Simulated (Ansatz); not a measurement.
`BC(F)(F)F` → `BF` + `F[C]F`  (difluorocarbene loss)

Computed with Ansatz on PBE0-D4/def2-TZVP structures; ΔE is electronic, products minus reactants. CCSD(T)/CBS adds triple-zeta CCSD(T) − MP2 to the extrapolated MP2 energy (def2 sets, frozen cores). This one scheme is used for every species. Functionals use def2-TZVPP. HSE06 is defined as in plane-wave codes.

(1) Is it downhill or uphill in electronic energy at CCSD(T)/CBS, and by how much? (Estimate.)

(2) What do these levels give: LDA (SPW92), B97M-V, HSE06-D4, PBE, r2SCAN0, SCS-MP2/def2-QZVPP? (An estimate is asked.)

Largest T1 diagnostic among the species: 0.017.

Answers

(1) Computed: Uphill: ΔE = +0.86 eV.

(2) Computed: LDA (SPW92) 1.50, B97M-V 0.87, HSE06-D4 1.12, PBE 0.96, r2SCAN0 1.12, SCS-MP2/def2-QZVPP 0.87 eV.

Leaving LDA and LC-ωPBE aside and taking each functional with its dispersion term where it has one, the values, not all of them listed here, spread over 0.40 eV, from BLYP-D4 to r2SCAN0-D4. LDA lies +0.54 eV from PBE without D4. From PBE to PBE0 (25 % exact exchange), in def2-TZVPP and without D4, ΔE moves by +0.11 eV. In def2-TZVPP, CCSD(T) changes the Hartree–Fock value by +0.20 eV (the triples alone add −0.01 eV) and MP2 by +0.34 eV.
